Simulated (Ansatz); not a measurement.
Cost and result for the atomization energy of CH5BrOSi2 (`[SiH3]C1(Br)O[SiH2]1`) (10 atoms, 10 bonds).

```xyz
10

Si    1.3592    0.8030    0.2851
C    -0.1375   -0.3214    0.4044
Br   -0.5194   -0.7590    2.2720
O    -0.1335   -1.4824   -0.4549
Si   -1.4847   -0.5521   -0.7882
H     1.5626    1.1354   -1.1501
H     1.0825    2.0381    1.0571
H     2.5562    0.1107    0.8224
H    -1.4999    0.1075   -2.1098
H    -2.7854   -1.0798   -0.3381
```

Charge 0, multiplicity 1. Correlated methods include outer-core shells of Br, which these sets cover unevenly. Scalar relativity is left out up to krypton. Geometry: relaxed with PBE0-D4/def2-TZVP. Program: Ansatz. All runs use 4 threads of an Arm Neoverse V2 on a shared host. Times are those of one run each, without the atoms' runs, and a repeat can differ threefold. Electronic energies, without spin–orbit coupling; frozen cores. CCSD(T)/CBS adds CCSD(T) − MP2 in def2-TZVPP to the MP2 limit, and its time is that of the two runs behind it. T1 = 0.013. With those shells the extrapolation isn't a true limit. B3LYP takes the VWN-RPA correlation (the form of Gaussian; ORCA's B3LYP/G).

CCSD(T)/CBS is a level of theory with its own doubt, some kJ/mol a heavy atom from the limit and from the frozen cores, so smaller differences don't rank the functionals.

```csv
level,functions,wall time,atomization (kJ/mol),difference from CCSD(T)/CBS,per bond
LDA (SPW92)/def2-TZVPP,264,1.7 s,3691.3,474.2,47.4
revPBE-D4/def2-TZVPP,264,2.9 s,3176.3,-40.8,-4.1
BLYP-D4/def2-TZVPP,264,2.9 s,3188.8,-28.3,-2.8
PBE0-D4/def2-TZVPP,264,4.8 s,3187.6,-29.5,-3.0
BHLYP-D4/def2-TZVPP,264,5.5 s,3091.3,-125.8,-12.6
r2SCAN-D4/def2-TZVPP (with forces),264,7.5 s,3222.6,5.5,0.6
B3LYP-D4/def2-TZVPP (with forces),264,8 s,3188.5,-28.6,-2.9
PBE-QIDH/def2-TZVPP,264,9 s,3170.6,-46.5,-4.6
CCSD(T)/def2-SVP,121,11 s,2953.6,-263.5,-26.3
ωB97X-V/def2-TZVPP,264,12 s,3226.1,9.0,0.9
MP2/def2-QZVPP,493,38 s,3236.2,19.1,1.9
CCSD(T)/def2-TZVPP,264,5.3 min,3111.8,-105.3,-10.5
CCSD(T)/CBS(def2),–,6 min,3217.1,0.0,0.0
```

From PBE to PBE0 (25 % exact exchange), in def2-TZVPP and without D4, the atomization energy moves by −60.9 kJ/mol: exact exchange takes away binding that semilocal exchange gives to molecules. The D4 term adds +47.5 kJ/mol with B3LYP and +24.7 kJ/mol with PBE0; it sums over pairs of atoms, weighted by their polarisabilities, and B3LYP, whose exchange is more repulsive, gets the larger term. In def2-TZVPP, CCSD(T) changes the Hartree–Fock value by +877.8 kJ/mol (the triples alone add +61.8 kJ/mol) and MP2 by +939.4 kJ/mol; breaking electron pairs costs correlation energy, which Hartree–Fock lacks.
